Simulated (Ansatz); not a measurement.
`OB(F)[SiH3]` + H₂O → `OB(O)F` + SiH₄ at 400 K and 1 bar (formal hydrolysis of a B–Si bond).

Gas-phase electronic energies from Ansatz, PBE0-D4/def2-TZVP geometries. CCSD(T)/CBS adds triple-zeta CCSD(T) − MP2 to the extrapolated MP2 energy (def2 sets, frozen cores). This one scheme is used for every species. One conformer a species, not always the lowest.

```json
{"species": "`OB(F)[SiH3]`", "CCSD(T)/CBS energy (Eh)": "-491.34397", "H − E (kJ/mol)": "149.4", "S (J/(mol·K))": "344.7"}
{"species": "H₂O", "CCSD(T)/CBS energy (Eh)": "-76.37941", "H − E (kJ/mol)": "69.8", "S (J/(mol·K))": "198.6"}
{"species": "`OB(O)F`", "CCSD(T)/CBS energy (Eh)": "-276.31625", "H − E (kJ/mol)": "117.7", "S (J/(mol·K))": "296.4"}
{"species": "SiH₄", "CCSD(T)/CBS energy (Eh)": "-291.46306", "H − E (kJ/mol)": "96.9", "S (J/(mol·K))": "218.6"}
```

H − E and S are ideal-gas, rigid-rotor, harmonic terms from PBE0-D4/def2-TZVP, for one conformer and one mirror image of each species. 1 Eh = 2625.50 kJ/mol, R = 8.31446 J/(mol·K).

**Question.** By hand: ΔE, ΔH, ΔS and ΔG.

**Answer.** ΔE = (-276.31625) + (-291.46306) − (-491.34397) − (-76.37941) = -0.05593 Eh = -146.8 kJ/mol. Δ(H − E) = 117.7 + 96.9 − 149.4 − 69.8 = -4.6, so ΔH = -151.4 kJ/mol. ΔS = 296.4 + 218.6 − 344.7 − 198.6 = -28.3 J/(mol·K). ΔG = -151.4 − 400 × (-28.3)/1000 = -140.1 kJ/mol.

**Question.** By hand: the equilibrium constant, and the temperature at which ΔG would vanish if ΔH and ΔS stayed fixed.

**Answer.** log₁₀ K = −ΔG/(RT ln 10) = 18.3. ΔG = 0 at ΔH/ΔS = 5350 K, far beyond where these terms or the molecules hold.

ΔH outweighs TΔS. A doubt of 5 kJ/mol in ΔE shifts log₁₀ K by 0.7 here. Other conformers and mirror images would add mixing entropy, several J/(mol·K) or more a flexible species. These are equilibria of isolated gas molecules and say nothing of rates. Largest T1 diagnostic: 0.014 (customary marks: 0.02 for closed shells, 0.045 for open ones).
